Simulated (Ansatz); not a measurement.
Program: Ansatz 0.2.0.

A structure relaxed at PBE0-D4/def2-TZVP, charge 0, multiplicity 1:

```xyz
19

O    -1.359   -2.078    1.460
C    -0.302   -1.342    1.044
C     0.935   -1.672    1.534
C     2.069   -0.947    1.141
C     1.967    0.097    0.264
C     0.708    0.462   -0.256
C     0.564    1.535   -1.162
C    -0.659    1.886   -1.659
C    -1.808    1.177   -1.268
C    -1.705    0.131   -0.392
C    -0.456   -0.259    0.136
H    -2.157   -1.781    1.016
H     1.015   -2.502    2.225
H     3.036   -1.228    1.541
H     2.844    0.655   -0.042
H     1.454    2.080   -1.458
H    -0.749    2.713   -2.354
H    -2.778    1.460   -1.660
H    -2.618   -0.385   -0.109
```

Give its formula and SMILES.

C10H8O, `Oc1cccc2ccccc12`.

Point group (tolerance 0.08 Å, 0.16 Å for H)?

Cs.

Summarise the bond lengths by kind.

1 × C–O 1.354 Å; 1 × H–O 0.960 Å; 11 × C–C 1.367 to 1.424 Å; 7 × C–H 1.083 to 1.086 Å.
